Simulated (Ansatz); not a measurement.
`CB1CS1` and `FB1CS1` differ in one atom or group.

Ansatz, PBE0-D4/def2-TZVP geometries, multiplicity 1. 

```
                                          property  `CB1CS1`
              HOMO–LUMO gap (PBE0/def2-TZVPP) / eV      6.68
size of the dipole moment (ωB97M-V/def2-TZVPP) / D      1.54
               HOMO energy (B3LYP/def2-TZVPP) / eV     -7.09
             LUMO energy (ωB97M-V/def2-TZVPP) / eV      1.40
               HOMO–LUMO gap (PBE/def2-TZVPP) / eV      4.58
                 HOMO energy (PBE/def2-TZVPP) / eV     -6.19
```

Q: Give the same properties after the change, and the shifts. (An estimate is asked.)

A: The calculation gave: 
```csv
property,`FB1CS1`,shift
HOMO–LUMO gap (PBE0/def2-TZVPP) / eV,7.22,0.54
size of the dipole moment (ωB97M-V/def2-TZVPP) / D,1.26,-0.28
HOMO energy (B3LYP/def2-TZVPP) / eV,-7.45,-0.36
LUMO energy (ωB97M-V/def2-TZVPP) / eV,1.50,0.10
HOMO–LUMO gap (PBE/def2-TZVPP) / eV,5.04,0.46
HOMO energy (PBE/def2-TZVPP) / eV,-6.51,-0.32
```

With PBE0 the HOMO falls by 0.38 eV and the LUMO rises by 0.16 eV, so the gap widens by about 0.54 eV. PBE moves the HOMO by -0.32 eV and ωB97M-V by -0.37 eV. The zero-point energy changes by -88.6 kJ/mol with -9 modes. Dipoles are sizes alone; their direction can turn.

B3LYP here is the variant with VWN-RPA as its local correlation; programs differ in this.
